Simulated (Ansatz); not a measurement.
Abridged output of a molecular run in Ansatz:

```
Functional definition: HF
1018 factors; integrals over basis functions are off by at most 1.1e-3 eV
mean field evaluation 1: about -55103.6115 eV, gradient 4.1e1 eV
mean field evaluation 2: about -55103.6815 eV, gradient 4.1e1 eV
mean field evaluation 4: about -55107.1387 eV, gradient 3.0e0 eV
mean field evaluation 8: about -55107.1879 eV, gradient 3.3e-1 eV
mean field -55107.18829694 eV, -2025.1518169187 hartree, gradient 1.8e-6 eV, S^2 0.000000; 0 other end points of the search recorded, 0 dependent functions left out
11 core orbitals not correlated: weight in the atoms' cores, before any rotation towards them, 1.000 or more for the frozen orbitals, at most 0.000 for the correlated occupied ones
reference -55107.18829694 eV, -2025.1518169187 hartree; 13, 13 occupied and 142, 142 virtual orbitals, 1018 factors
second order -15.62318301 eV of doubles, -0.00000000 eV of singles
cycle   1  -15.51149640 eV  change    1.1e-1 eV  update   1.1e-1
cycle   2  -16.04097412 eV  change   -5.3e-1 eV  update   3.5e-2
cycle   3  -16.15897549 eV  change   -1.2e-1 eV  update   2.0e-2
cycle   4  -16.14726915 eV  change    1.2e-2 eV  update   5.7e-3
cycle   5  -16.14446146 eV  change    2.8e-3 eV  update   3.3e-3
cycle   6  -16.14585230 eV  change   -1.4e-3 eV  update   1.2e-3
cycle   7  -16.14571642 eV  change    1.4e-4 eV  update   4.6e-4
cycle   8  -16.14556270 eV  change    1.5e-4 eV  update   1.7e-4
cycle   9  -16.14560811 eV  change   -4.5e-5 eV  update   5.6e-5
cycle  10  -16.14563968 eV  change   -3.2e-5 eV  update   2.4e-5
perturbative correction -0.59024462 eV, -0.0216910898 hartree
Total energy: -55123.92418124 eV, -2025.7668493229 hartree
```

Its atoms:

```xyz
7

B     0.426   -1.062    0.775
Ga   -0.370    0.751    0.129
O    -0.380    1.148   -1.625
H     1.580   -1.178    1.069
H    -0.247   -2.047    0.881
H    -1.007    1.916    0.959
H    -0.002    0.472   -2.190
```

Q: Which basis set was used?
A. def2-TZVPPD
B. cc-pV(D+d)Z
C. def2-SVPD
D. def2-TZVPP

A: D. It gives 166 functions.

Q: Write the keys of the input that set method, charge and spin (a neutral closed shell needs none for the last two).

A: 
```yaml
correlation: {method: ccsd_t}
```
